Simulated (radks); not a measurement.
Values are calculated unless marked as measured or tabulated.
Co6+, configuration [Ar] 3d1 4s2 (not the ground configuration). Level of theory: Dirac Kohn-Sham, PBE, spin-unpolarised, spherical densities, finite nucleus; open shells are shared between the two j in proportion to 2j + 1; Fermi nuclear charge, rms radius 3.7875 fm (a radial shooting solver on a logarithmic mesh with Libxc functionals).

Unscreened Slater integrals over Kohn-Sham orbitals (cm^-1). Large and small components are both included.

integral,value
"F0(4s1/2,4s1/2)",116750
"F0(4s1/2,3d5/2)",145840
"G2(4s1/2,3d5/2)",14551
"F0(4s1/2,3d3/2)",145900
"G2(4s1/2,3d3/2)",14503
"F0(4s1/2,3p3/2)",145810
"G1(4s1/2,3p3/2)",13033
"F0(3d5/2,3d5/2)",270930
"F2(3d5/2,3d5/2)",133960
"F4(3d5/2,3d5/2)",85243
"F0(3d5/2,3d3/2)",271290
"F2(3d5/2,3d3/2)",134100
"G2(3d5/2,3d3/2)",133940
"G4(3d5/2,3d3/2)",85224
"F0(3d5/2,3p3/2)",267920
"F2(3d5/2,3p3/2)",131200
"G1(3d5/2,3p3/2)",156320
"G3(3d5/2,3p3/2)",98726
"F0(3d3/2,3d3/2)",271650
"F2(3d3/2,3d3/2)",134230
"F0(3d3/2,3p3/2)",268250
"F2(3d3/2,3p3/2)",131270
"G1(3d3/2,3p3/2)",156250
"G3(3d3/2,3p3/2)",98682
"F0(3p3/2,3p3/2)",267880
"F2(3p3/2,3p3/2)",135580
